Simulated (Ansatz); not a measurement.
Species: CH₇NSi, net charge 0, singlet state. 
Geometry from a B3LYP-D3(BJ)/def2-TZVP (Ansatz, an electronic-structure program) optimisation:
```xyz
10

C     -1.6126     0.4066    -0.4022
N     -0.4868     0.2290     0.5037
Si     1.0678    -0.2976    -0.0086
H     -2.1571    -0.5221    -0.6138
H     -1.2533     0.8015    -1.3549
H     -2.3225     1.1326     0.0005
H     -0.7619     0.0269     1.4522
H      1.1173    -1.6794    -0.5665
H      1.5478     0.6091    -1.0798
H      1.9631    -0.2452     1.1702
```

Quantity: vertical triplet-singlet gap (E(triplet) - E(singlet); each state is the SCF solution reached for its spin; for the triplet T1 is 0.048), in kcal/mol. Cores are frozen in the correlated levels unless marked. UHF or UKS for open shells. Spin-orbit coupling is left out. Non-relativistic. CBS marks a two-point X^-3 extrapolation of the correlation energy; Hartree-Fock from the larger set. [CCSD(T)-MP2]/basis is that difference in the basis named.

```csv
level,program,vertical triplet-singlet gap (kcal/mol)
SVWN5/def2-TZVPD,Ansatz,(withheld)
PBE/def2-TZVPD,Ansatz,114.7
B3LYP/def2-TZVPD,Ansatz,(withheld)
PBE0/def2-TZVPD,Ansatz,120.9
BHLYP/def2-TZVPD,Ansatz,125.2
CAM-B3LYP/def2-TZVPD,Ansatz,126.6
wB97X-V/def2-TZVPD,Ansatz,132.8
B2PLYP/def2-TZVPD,Ansatz,126.3
SCS-MP2/aug-cc-pV(D+d)Z,Ansatz,132.2
SCS-MP2/aug-cc-pV(T+d)Z,Ansatz,135.6
CCSD/aug-cc-pV(D+d)Z,Ansatz,(withheld)
"RI-MP2/CBS(aug-cc-pV(T+d)Z,aug-cc-pV(Q+d)Z)+[CCSD(T)-MP2]/aug-cc-pV(T+d)Z",Ansatz,(withheld)
```

Problem. Fill in the missing entries.

Solution. 
- SVWN5/def2-TZVPD, vertical triplet-singlet gap (kcal/mol): 114.3
- B3LYP/def2-TZVPD, vertical triplet-singlet gap (kcal/mol): 121.2
- CCSD/aug-cc-pV(D+d)Z, vertical triplet-singlet gap (kcal/mol): 123.5
- RI-MP2/CBS(aug-cc-pV(T+d)Z,aug-cc-pV(Q+d)Z)+[CCSD(T)-MP2]/aug-cc-pV(T+d)Z, vertical triplet-singlet gap (kcal/mol): 127.7
